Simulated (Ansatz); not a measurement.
The cluster Al₂Cu⁺. Charge 1, multiplicity 1. Geometry PBE0-D4/def2-TZVP.

```xyz
3

Al   -0.631    1.215    0.712
Al   -0.766   -1.181   -0.632
Cu    1.397   -0.034   -0.080
```

The structure comes from a short search, and lower isomers may exist.

Task: Estimate the orbital energies around the gap (eV) in Ansatz with PBE-D4/def2-TZVP, PBE0-D4/def2-TZVP.

Result: 
| orbital | PBE-D4/def2-TZVP | PBE0-D4/def2-TZVP |
| --- | --- | --- |
| HOMO−5 | -11.62 | -13.33 |
| HOMO−4 | -11.59 | -13.32 |
| HOMO−3 | -11.35 | -13.24 |
| HOMO−2 | -11.34 | -13.21 |
| HOMO−1 | -11.15 | -12.23 |
| HOMO | -10.02 | -10.53 |
| LUMO | -8.56 | -7.86 |
| LUMO+1 | -8.54 | -7.77 |
| LUMO+2 | -7.17 | -6.46 |
| LUMO+3 | -6.53 | -5.68 |
| LUMO+4 | -6.46 | -5.59 |
| LUMO+5 | -4.50 | -3.62 |
